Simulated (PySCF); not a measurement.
All of these have the formula C7H9NO. Method used: TDDFT PBE0/def2-SVPD, vertical, gas phase, core orbitals frozen in the response (PySCF 2.14.0, density-fitted response routines). Geometries: GFN2-xTB; one conformer of each isolated species. Triplets are in the Tamm–Dancoff approximation.

Problem. Rank by computed lowest singlet excitation energy, highest first.
A. `CCC1=C[N+]([O-])=CC=C1`
B. `C=CC(=C)C(=C)C(N)=O`
C. `C=CC/C(C#N)=C/OC`
D. `CNc1cccc(O)c1`
E. `C=C1C[C@@H](NC=O)C1=C`

Solution. C (5.42 eV), E (4.97 eV), D (4.80 eV), B (4.59 eV), A (4.30 eV).

```tsv
SMILES	S1 (eV)	f (S1)	gap (eV)	HOMO (eV)	α (au)	S1 mainly
C=CC/C(C#N)=C/OC	5.42	0.303	5.91	-6.97	96.5	H→L (90%)
C=C1C[C@@H](NC=O)C1=C	4.97	0.035	5.48	-6.95	96.6	H-1→L (69%)
CNc1cccc(O)c1	4.80	0.043	5.83	-5.68	96.5	H→L (85%)
C=CC(=C)C(=C)C(N)=O	4.59	0.038	5.46	-6.67	96.9	H→L (66%)
CCc1ccc[n+]([O-])c1	4.30	0.000	5.17	-6.35	96.4	H-1→L (98%)
```

H and L stand for HOMO and LUMO.

Mean S1 by what the SMILES shows (count): a double or triple bond but no aromatic ring 4.99 eV (3); an aromatic ring 4.55 eV (2).
